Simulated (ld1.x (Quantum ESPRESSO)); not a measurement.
## What one change does to a pseudopotential (Ag, ultrasoft)

Ag (Z = 47), ultrasoft, made with ld1.x (Quantum ESPRESSO) 7.5 (PBEsol, scalar-relativistic). Core [Kr], reference 4d10 5s0 5p1. Waves: 5s (bound, empty): rcut 1.85, rcutus 2.30 bohr; 5s channel at -0.1 Ry: rcut 1.85, rcutus 2.30 bohr; 5p (bound): rcut 3.25, rcutus 4.10 bohr; 5p channel at 0.95 Ry: rcut 3.25, rcutus 4.10 bohr; 4d (bound): rcut 0.95, rcutus 1.25 bohr; 4d channel at 4 Ry: rcut 0.95, rcutus 1.25 bohr. Local part: all-electron potential smoothed inside 1.75 bohr (lloc = -1). Core correction: none. Augmentation charge: PSQ, inside the norm-conserving radii.

Change: all radii scaled by about 1.09 (s 2.52, p 4.48, d 1.36 bohr, rcut 2.02/3.56/1.04); local potential all-electron potential smoothed inside 1.92 bohr (lloc = -1).

Cutoffs: the cutoffs (Ry, on a coarse ladder) from which the occupation-weighted sum of valence levels, in a spherical-Bessel basis at the reference potential, stays within 10 and 1 mRy of its value at 400 Ry; they do not see the model core or the augmentation charge, which bear on the density cutoff. Errors are all-electron minus pseudo energies relative to the spin-unpolarised reference configuration.

Question: How do hardness, ghosts and transferability respond?

Answer: The potential gets softer (70 Ry and 120 Ry → 60 Ry and 100 Ry); the bound ghost in s disappears; of the 7 tests that both files solve, the error grows in 1 and shrinks in 2 by more than 15 % and 0.3 meV (median size 9.1 → 4.2 meV). A larger radius leaves more room for a smooth pseudo-wave, so fewer plane waves are needed.

| quantity | base | changed |
| --- | --- | --- |
| cutoff, loose | 70 Ry | 60 Ry |
| cutoff, tight | 120 Ry | 100 Ry |
| loose cutoff by channel (10 mRy a level) | p 6 Ry, d 55 Ry | p 6 Ry, d 50 Ry |
| bound ghosts | s | none |
| error for 4d10 5s1 5p0, meV [ΔE -3.93 eV] | +7.7 | +7.1 |
| error for 4d10 5s0 5p0, meV [ΔE 3.82 eV] | -1.6 | -1.7 |
| error for 4d9 5s0 5p0, meV [ΔE 25.93 eV] | +9.1 | +4.2 |
| error for 4d7 5s0 5p0, meV [ΔE 113.81 eV] | -409 | -426 |
| error for 4d8 5s0 5p0, meV [ΔE 62.11 eV] | -90 | -101 |
| error for 4d10 5s0.5 5p0, meV [ΔE -0.91 eV] | +0.2 | +0.7 |
| error for 4d9 5s1 5p0, meV [ΔE 9.23 eV] | +11 | +0.2 |
| lowest overlap eigenvalue by channel | s 0.39, p 0.09, d 0.97 | s 0.32, p 0.02, d 0.88 |

Changed file: These tests converged, but a pseudo level misses the all-electron one widely, so the file describes the atom poorly there or has found another state: 4d7 5s0 5p0: empty 5s by 8.5 eV (a node warning on the way). A true bound ghost makes a file unfit for plane-wave use even where its test errors are small: the radial tests pick states by their node count and pass the ghost by.
